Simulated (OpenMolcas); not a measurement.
# Pr4+: ligand-field states by method

Pr4+ with 7 ligands (fluoride) in pentagonal bipyramidal coordination (D5h) at 2.23 Å. A charge of +0.429 e stands 2.6 Å behind each ligand. Ligand basis ANO-RCC-VDZP.
```
Pr    0.0000    0.0000    0.0000
F     2.2300    0.0000    0.0000
F     0.6891    2.1209    0.0000
F    -1.8041    1.3108    0.0000
F    -1.8041   -1.3108    0.0000
F     0.6891   -2.1209    0.0000
F     0.0000    0.0000    2.2300
F     0.0000    0.0000   -2.2300
```

```json
{"Program": "OpenMolcas", "Basis": "ANO-RCC-VDZP [7s6p4d2f1g]", "Scalar Hamiltonian": "DKH2, point nucleus", "Active space": "1 electron in 7 orbitals (4f)", "State averaging": "2S+1 = 2 odd, 7 roots", "Spin-orbit coupling": "RASSI with atomic mean-field integrals over the reference wave functions"}
```

I. CASSCF
II. SS-CASPT2, IPEA 0.25 Eh, imaginary shift 0.1 Eh (closed shells correlated: 5s 5p and the ligand valence shells)

Spin-free states in cm-1, each column counted from its own energy of the first state listed:

| State | Degeneracy | I | II |
| --- | --- | --- | --- |
| 2S+1 = 2 | 2 | 0 | 0 |
| 2S+1 = 2 | 2 | 808 | 870 |
| 2S+1 = 2 | 2 | 1391 | 1520 |
| 2S+1 = 2 | 1 | 1517 | 1810 |

From I to II, I's first state of the same spin (2S+1 = 2) moves from 808 to 870 cm-1, by about +66 cm-1.

With spin-orbit coupling the lowest J multiplet is 881 (I), 1001 (II) cm-1 wide, a factor of 1.14 from I to II.

χT at 300 K: I 0.45, II 0.42 cm3 K/mol.

Over all roots computed the reference weight is 0.68 in II; a low but even weight reflects the number of correlated electrons. Splittings of an f shell from a small cluster at a set distance can be off by tens of per cent, mostly too small (holds for II). No measured value stands beside these numbers; the geometry is a model, was not optimised and need not be the one that this ion takes.

A state without a sure symmetry label is named by its multiplicity alone.
